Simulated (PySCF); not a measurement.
Molecule: `COC1OCCO1`, C4H8O3.

Bonds (- single, = double, # triple, : aromatic): C1-O2, O2-C3, C3-O4, O4-C5, C5-C6, C6-O7, O7-C3. C1 carries H8, H9, H10; C3 carries H11; C5 carries H12, H13; C6 carries H14, H15. H13, H15 are cis to O2 on the ring; H12, H14 are trans to O2 on the ring.

Frames of a GFN2-xTB Langevin trajectory at 300 K; GIAO PBE0/pcSseg-1 shieldings in PySCF 2.14, gas phase, non-relativistic; equivalent atoms averaged within each frame.

Scale: ¹³C (186.93 ppm), ¹H (31.72 ppm) vs TMS; H2O for ¹⁷O (336.08 ppm) (reference shieldings calculated alike). The references are static minima.

**Question.** How do the shifts (ppm) fluctuate along the trajectory?

**Answer.** 
```
         time (fs)     C3  C5/C6    C1  O4/O7    O2   H11  H12/H14  H13/H15  H8/H9/H10
               250  122.4   68.8  55.4   98.3  85.0  5.45     4.68     4.62       3.44
               425  126.5   62.8  51.5   95.6  89.2  5.04     3.90     3.82       3.68
               625  123.0   66.2  51.3  107.8  82.3  6.88     3.67     4.06       2.85
               800  127.2   64.5  55.9   87.6  86.7  6.75     4.42     3.70       4.22
              1000  126.5   71.6  60.0  106.6  73.7  6.07     4.52     4.01       3.67
    mean of frames  125.1   66.8  54.8   99.2  83.4  6.04     4.24     4.04       3.57
standard deviation    2.2    3.5   3.6    8.3   6.0  0.80     0.43     0.35       0.50
```

5 frames give an uncertainty of the mean of about the standard deviation over 2.2 at best, since frames this close in time may not be independent; classical motion lacks zero-point vibration, and the reference would need the same averaging.
